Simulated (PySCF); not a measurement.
Correlation energy of F⁺ (fluorine, charge +1)

[He] 2s2 2p4, high-spin 3P determinant. All numbers are calculated (PySCF 2.14, scalar relativity by spin-free X2C-1e, in x2c-TZVPall). Frozen: 1s2; 6 electrons correlated.

MP2 pair energies summed by pair of shells (mhartree):

| pair | energy | share (%) |
| --- | --- | --- |
| 2p-2p | -66.48 | 47.2 |
| 2s-2p | -64.69 | 45.9 |
| 2s-2s | -9.71 | 6.9 |

Total MP2 correlation energy: -140.88 mhartree.

Same-spin part -34.11 and opposite-spin part -106.77 mhartree; SCS-MP2 scales them by 1/3 and 6/5 to -139.50 mhartree.

```json
{"level": "CCSD", "correlation energy (mhartree)": "-156.64"}
{"level": "(T)", "correlation energy (mhartree)": "-1.90"}
{"level": "CCSD(T)", "correlation energy (mhartree)": "-158.54"}
```

Diagnostics: T1 = 0.0041, D1 = 0.0077, largest double amplitude 0.028.

Q: Is a single reference adequate?

A: Yes: T1 lies below 0.03 and no double amplitude reaches 0.07.
